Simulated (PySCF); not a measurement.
PySCF input file for Ge(AsH2)(F)3 (AsF3GeH2), SMILES [F][Ge]([F])([F])[AsH2], PBE-D3(BJ)/def2-SVP. Geometry: PBE-D3(BJ)/def2-SVP. This is a generated structure with no PubChem entry under its InChIKey; it may be hypothetical.

```python
import numpy as np
from pyscf import gto, scf, dft, df
from pyscf.hessian import thermo

mol = gto.M(
    atom='''
    F    -1.37892872    0.80705292    1.38832095
    Ge   -0.70079124   -0.00048710    0.00000000
    F    -1.37892872    0.80705350   -1.38832061
    F    -1.42667981   -1.58661302   -0.00000034
    As    1.71804933    0.05515104    0.00000001
    H     1.69526354   -1.02591871   -1.09844420
    H     1.69526354   -1.02591917    1.09844377
    ''',
    basis='def2-SVP',
    charge=0,
    spin=0,
    max_memory=1600,
    verbose=3,
)
mf = dft.RKS(mol, xc='pbe').density_fit(auxbasis='def2-universal-jkfit')
mf.disp = 'd3bj'
mf.grids.level = 3
mf.conv_tol = 1e-11
mf.max_cycle = 100
mf.kernel()

# [left out here: the lines that compute and print the analytic Hessian (its translational invariance restored by hand, since the grid's response is missing), thermochemistry and intensities]
```

Log of the run:

```
converged SCF energy = -4612.0335942757

WARN: DFTD3 does not support analytical Hessian, using finite difference


WARN: Mole.unit (angstrom) is changed to Bohr

Mode                                 0                   1                   2
Irrep
Freq [cm^-1]                       56.0244            105.9915            110.9893
Reduced mass [au]                   1.0545             16.7097             16.9416
Force const [Dyne/A]                0.0020              0.1106              0.1230
Char temp [K]                      80.6067            152.4982            159.6889
Normal mode                   x     y     z       x     y     z       x     y     z
       0   F                -0.01  0.01 -0.01   -0.13 -0.01 -0.01   -0.08  0.00 -0.01
       1  Ge                -0.00 -0.00  0.00    0.00  0.00  0.05   -0.00  0.05 -0.00
       2   F                 0.01 -0.01 -0.01    0.13  0.01 -0.01   -0.08  0.00  0.01
       3   F                -0.00  0.00  0.03    0.00 -0.00 -0.00    0.15 -0.02  0.00
       4  As                 0.00  0.00  0.01    0.00 -0.00 -0.04    0.01 -0.04  0.00
       5   H                -0.01  0.50 -0.48   -0.09 -0.03 -0.01   -0.09 -0.04  0.00
       6   H                 0.01 -0.50 -0.48    0.09  0.03 -0.01   -0.09 -0.04 -0.00
Mode                                 3                   4                   5
Irrep
Freq [cm^-1]                      204.1886            218.3094            218.3945
Reduced mass [au]                  22.0215             18.2066             19.0586
Force const [Dyne/A]                0.5410              0.5112              0.5356
Char temp [K]                     293.7819            314.0986            314.2210
Normal mode                   x     y     z       x     y     z       x     y     z
       0   F                -0.09 -0.02 -0.02    0.03  0.10  0.00    0.01 -0.11  0.10
       1  Ge                -0.01 -0.00 -0.00   -0.00 -0.00  0.04    0.00  0.04  0.00
       2   F                -0.09 -0.02  0.02   -0.03 -0.10  0.00    0.01 -0.11 -0.10
       3   F                -0.10  0.03  0.00    0.00 -0.00 -0.16   -0.02  0.06 -0.00
       4  As                 0.08  0.00  0.00    0.00  0.00 -0.00   -0.00 -0.00 -0.00
       5   H                 0.08  0.00  0.00   -0.05  0.03 -0.03   -0.05 -0.00 -0.00
       6   H                 0.08  0.00 -0.00    0.05 -0.03 -0.03   -0.05 -0.00  0.00
Mode                                 6                   7                   8
Irrep
Freq [cm^-1]                      303.7233            595.4764            627.6535
Reduced mass [au]                  28.8509              1.0774              1.0459
Force const [Dyne/A]                1.5681              0.2251              0.2428
Char temp [K]                     436.9902            856.7579            903.0536
Normal mode                   x     y     z       x     y     z       x     y     z
       0   F                -0.05 -0.03 -0.05   -0.01 -0.01 -0.00    0.02 -0.01 -0.01
       1  Ge                 0.08 -0.00  0.00   -0.00  0.01  0.00   -0.00  0.00 -0.01
       2   F                -0.05 -0.03  0.05   -0.01 -0.01  0.00   -0.02  0.01 -0.01
       3   F                -0.04  0.06 -0.00    0.02  0.03 -0.00    0.00  0.00  0.01
       4  As                -0.04 -0.00  0.00   -0.02 -0.01 -0.00   -0.00 -0.00  0.01
       5   H                -0.06  0.00 -0.00    0.68  0.05 -0.05   -0.69 -0.00  0.02
       6   H                -0.06  0.00  0.00    0.68  0.05  0.05    0.69  0.00  0.02
Mode                                 9                  10                  11
Irrep
Freq [cm^-1]                      683.3623            717.2641            720.8276
Reduced mass [au]                  18.9157             21.6940             19.0975
Force const [Dyne/A]                5.2045              6.5758              5.8464
Char temp [K]                     983.2063           1031.9833           1037.1104
Normal mode                   x     y     z       x     y     z       x     y     z
       0   F                -0.05  0.06  0.10    0.03 -0.04 -0.07    0.05 -0.06 -0.11
       1  Ge                 0.04  0.00 -0.00    0.00  0.06  0.00    0.00 -0.00  0.06
       2   F                -0.05  0.06 -0.10    0.03 -0.04  0.07   -0.05  0.06 -0.11
       3   F                -0.05 -0.11  0.00   -0.07 -0.14 -0.00    0.00  0.00 -0.00
       4  As                -0.00 -0.00  0.00   -0.00 -0.00 -0.00    0.00  0.00 -0.00
       5   H                 0.05  0.01 -0.01    0.04  0.01 -0.01    0.07  0.00 -0.00
       6   H                 0.05  0.01  0.01    0.04  0.01  0.01   -0.07 -0.00 -0.00
Mode                                12                  13                  14
Irrep
Freq [cm^-1]                      951.5012           2129.4811           2146.1813
Reduced mass [au]                   1.0204              1.0201              1.0213
Force const [Dyne/A]                0.5443              2.7254              2.7717
Char temp [K]                    1368.9984           3063.8491           3087.8771
Normal mode                   x     y     z       x     y     z       x     y     z
       0   F                -0.00 -0.00  0.00    0.00 -0.00 -0.00    0.00 -0.00 -0.00
       1  Ge                 0.00  0.00  0.00    0.00  0.00  0.00   -0.00 -0.00  0.00
       2   F                -0.00 -0.00 -0.00    0.00 -0.00  0.00   -0.00  0.00 -0.00
       3   F                -0.00 -0.00 -0.00    0.00 -0.00  0.00    0.00  0.00 -0.00
       4  As                -0.00  0.01 -0.00   -0.00  0.01  0.00   -0.00 -0.00  0.01
       5   H                 0.08 -0.50  0.48    0.00 -0.48 -0.51   -0.00 -0.49 -0.50
       6   H                 0.08 -0.50 -0.48    0.00 -0.48  0.51    0.00  0.49 -0.50
temperature 298.1500 [K]
pressure 101325.00 [Pa]
Rotational constants [GHz] 3.35803 1.12706 1.12496
Symmetry number 1
Zero-point energy (ZPE) 0.02230 [Eh]   58553.426 [J/mol]
                           tot       elec      trans        rot        vib
Entropy [J/mol/K]       381.114      0.000    175.227    120.140     85.747
Cv [J/mol/K]             99.825      0.000     12.472     12.472     74.882
Cp [J/mol/K]            108.140      0.000     20.786     12.472     74.882
Internal energy [J/mol]                      3718.434   3718.434  71620.350
Internal energy [Eh]   -4612.00348  -4612.03359
Enthalpy [J/mol]                             6197.391   3718.434  71620.350
Enthalpy [Eh]          -4612.00254
Gibbs free energy [J/mol]                  -46046.679 -32101.177  46054.869
Gibbs free energy [Eh] -4612.04582
mode   freq/cm-1   IR/(km/mol)
   1       56.02         1.762
   2      105.99         2.138
   3      110.99         1.559
   4      204.19        18.783
   5      218.31         9.986
   6      218.39        10.775
   7      303.72        44.343
   8      595.48         9.875
   9      627.65         1.903
  10      683.36        85.089
  11      717.26        68.324
  12      720.83        68.314
  13      951.50        10.851
  14     2129.48        40.311
  15     2146.18        47.078
max |gradient| / (hartree/bohr): 0.00024072485139852923
APT charges: [-0.5894  1.7259 -0.5894 -0.5986  0.2443 -0.0964 -0.0964]
```

The calculation finished and met its thresholds.
